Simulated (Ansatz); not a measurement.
Total energies of FH2NO2W (`[NH2][W](=[O])(=[O])[F]`).

```csv
atom,x (Å),y (Å),z (Å)
N1,-0.2316,0.0512,1.1643
W2,0.1320,-0.0646,-0.7264
O3,-0.7569,1.1640,-1.5012
O4,1.8020,0.1833,-0.9490
F5,-0.3595,-1.7297,-1.4066
H6,-1.0571,0.4908,1.5445
H7,0.4711,-0.0951,1.8743
```

The species carries charge 0 and has multiplicity 1. Correlated methods include outer-core shells of W, which these sets cover unevenly. W takes the def2 core potential. The structure was optimised at the PBE0-D4/def2-TZVP level. It is one conformer, not always the lowest. Basis def2-TZVPP, the Gaussian-basis code of Ansatz.

RPA on PBE orbitals: Hartree–Fock energy of these orbitals -371.37774 Eh, correlation -2.07334 Eh (frozen core).

```
functional                   kind  energy without D4 (Eh)  D4 term (kJ/mol)
   r2SCAN0  meta-GGA hybrid, 25 %              -373.47480              -4.1
    B2PLYP          double hybrid              -373.40673                 –
```

Give the same for LDA (SPW92), PBE, revPBE, BLYP, r2SCAN, B97M-V, PBE0, B3LYP, r2SCANh, HSE06 (plane-wave form), BHLYP, CAM-B3LYP, LC-ωPBE, ωB97X-V, ωB97M-V, PBE-QIDH. (Estimate.)

The calculation gave: 
```
             functional                                       kind  energy without D4 (Eh)  D4 term (kJ/mol)
            LDA (SPW92)                                        LDA              -371.46804                 –
                    PBE                                        GGA              -373.44874             -14.8
                 revPBE                                        GGA              -373.69035             -39.7
                   BLYP                                        GGA              -373.67100             -32.0
                 r2SCAN                                   meta-GGA              -373.60735              -3.4
                 B97M-V                         meta-GGA with VV10              -373.61018                 –
                   PBE0         global hybrid, 25 % exact exchange              -373.36450             -12.5
                  B3LYP                        global hybrid, 20 %              -373.72106             -24.1
                r2SCANh                      meta-GGA hybrid, 10 %              -373.55345              -3.7
HSE06 (plane-wave form)                            screened hybrid              -373.35113             -11.7
                  BHLYP                        global hybrid, 50 %              -373.39260             -20.1
              CAM-B3LYP                     range-separated hybrid              -373.55105             -12.8
                LC-ωPBE                long-range corrected hybrid              -373.52599                 –
                ωB97X-V       range-separated hybrid GGA with VV10              -373.54924                 –
                ωB97M-V  range-separated hybrid meta-GGA with VV10              -373.51389                 –
               PBE-QIDH                              double hybrid              -373.22731                 –
```

B3LYP takes the VWN-RPA correlation (the form of Gaussian; ORCA's B3LYP/G). HSE06 is the plane-wave form, built on full-range PBE exchange. The double hybrids freeze the cores in their second-order part.

LC-ωPBE has ω = 0.4 bohr⁻¹.
